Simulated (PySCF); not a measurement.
Cu (copper, neutral) across methods

[Ar] 3d9 4s1 5s1, high-spin 4D determinant (an excited configuration). Calculation: PySCF 2.14, in aug-cc-pwCVTZ-DK (10s9p7d4f3g, 127 functions); the spin-free X2C one-electron Hamiltonian (Gaussian nucleus).

| method | E (hartree) | mean ε 3d β (eV) | mean ε 4s α (eV) | mean ε 5s α (eV) | Σ⟨r²⟩ (bohr²) | ⟨S²⟩ |
| --- | --- | --- | --- | --- | --- | --- |
| BHandHLYP | -1654.452 | -19.405 | -11.805 | -2.058 | 89.78 | 3.750 |
| PBE0 | -1654.259 | -16.725 | -11.056 | -2.006 | 88.61 | 3.750 |
| LDA | -1651.611 | -14.343 | -10.509 | -1.720 | 86.10 | 3.750 |
| r2SCAN | -1654.464 | -14.338 | -10.534 | -1.691 | 87.66 | 3.751 |
| BP86 | -1654.774 | -14.242 | -10.424 | -1.787 | 86.61 | 3.750 |
| PW91 | -1654.666 | -14.171 | -10.341 | -1.741 | 86.89 | 3.750 |
| PBE | -1654.259 | -14.076 | -10.258 | -1.736 | 87.26 | 3.750 |
| UHF | -1652.97708 | -23.918 | -12.926 | -2.530 | 92.86 | 3.751 |

The outer electron is Rydberg-like, and this basis confines it to a smaller radius and binds it less than a complete one would.
